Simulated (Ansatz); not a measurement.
Ansatz (a first-principles code) input file for C3H7O, SMILES [CH2]C(C)O, multiplicity 2, PBE/def2-TZVPD. The structure is a stationary point at PBE0-D3(BJ)/def2-SVP. The isomer is the one that the SMILES or the coordinates give; other isomers of the formula were not compared. Other conformers were not sampled.

Ansatz 0.2 input:
```yaml
crystal:
  periodic: [false, false, false]
  atoms:
    - {symbol: C, position_ang: [1.28256772, -0.67303226, 0.08432773]}
    - {symbol: C, position_ang: [0.06618455, 0.07500876, -0.33548677]}
    - {symbol: C, position_ang: [-1.22093590, -0.70281983, -0.08598955]}
    - {symbol: O, position_ang: [0.02048213, 1.35982224, 0.24928664]}
    - {symbol: H, position_ang: [2.21821607, -0.12393999, 0.21896497]}
    - {symbol: H, position_ang: [1.30935161, -1.76564323, 0.08475008]}
    - {symbol: H, position_ang: [0.13321206, 0.27642305, -1.42523981]}
    - {symbol: H, position_ang: [-2.08761908, -0.10886402, -0.40860192]}
    - {symbol: H, position_ang: [-1.33511189, -0.92859391, 0.98712470]}
    - {symbol: H, position_ang: [-1.22507221, -1.65794639, -0.63323876]}
    - {symbol: H, position_ang: [0.05626831, 1.23504658, 1.20483918]}
basis:
  gaussian:
    orbitals: def2-TZVPD
hamiltonian:
  xc: {name: PBE}
magnetization: {spin_polarized: true, initial_magnetization: 1}
```

It prints:

```
WARN ansatz: RAYON_NUM_THREADS=2 ignored (pool sized by the plan → 2); use --threads N
Functional definition: PBE
integrals: 0.10 GiB planned
1063 factors; their error is unknown
mean field: 1.17 GiB planned
mean field evaluation 1: about -5253.0444 eV, gradient 5.4e1 eV
mean field evaluation 2: about -5218.9184 eV, gradient 1.0e2 eV
mean field evaluation 4: about -5265.5190 eV, gradient 9.4e0 eV
mean field evaluation 8: about -5265.8580 eV, gradient 1.7e-1 eV
mean field evaluation 16: about -5265.8102 eV, gradient 4.3e-4 eV
mean field -5265.81016350 eV, -193.5149542143 hartree, gradient 3.9e-5 eV, S^2 0.753718; 0 other end points of the search recorded, 0 dependent functions left out
reference -5265.81021507 eV, -193.5149561095 hartree; 17, 16 occupied and 197, 198 virtual orbitals, 1063 factors
Total energy: -5265.81021507 eV, -193.5149561095 hartree
```

The calculation finished and met its thresholds.
